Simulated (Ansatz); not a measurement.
`C[CH2][Ge][F]` + `[NH2][Al]([NH2])[OH]` → `C[NH][Al]([NH2])[OH]` + `[CH3][Ge][F]`  (substitution at a C–C bond)

Program: Ansatz. Geometries: PBE0-D4/def2-TZVP. ΔE: electronic, gas phase. CCSD(T)/CBS is the MP2 limit (def2-TZVPP, def2-QZVPP) plus CCSD(T) − MP2 in def2-TZVPP, frozen cores. This one scheme is used for every species. Functionals use def2-TZVPP. B3LYP here is the variant with VWN-RPA as its local correlation; programs differ in this. For Ge outer-core shells are correlated without core-valence functions, which leaves a few kJ/mol of doubt a bond. Scalar relativity is left out up to krypton. One conformer a species, not always the lowest.

```
             level  ΔE (kJ/mol)  difference from CCSD(T)/CBS
           PBE0-D4         31.9                         -3.9
           ωB97X-V         30.9                         -4.9
           ωB97M-V         32.6                         -3.2
            B2PLYP         31.6                         -4.2
               PBE         30.5                         -5.3
            r2SCAN         32.5                         -3.3
             B3LYP         29.1                         -6.7
     HF/def2-TZVPP         27.9                         -7.9
SCS-MP2/def2-TZVPP         33.1                         -2.7
   CCSD/def2-TZVPP         32.7                         -3.1
CCSD(T)/def2-TZVPP         33.1                         -2.7
     HF/def2-QZVPP         27.5                         -8.3
    MP2/def2-QZVPP         37.3                          1.5
SCS-MP2/def2-QZVPP         34.4                         -1.4
     MP2/CBS(def2)         38.6                          2.8
    CCSD/CBS(def2)         35.3                         -0.5
       CCSD(T)/CBS         35.8                            0
```

Largest T1 diagnostic among the species: 0.013.

In def2-TZVPP, CCSD(T) changes the Hartree–Fock value by +5.2 kJ/mol (the triples alone add +0.4 kJ/mol) and MP2 by +8.0 kJ/mol.
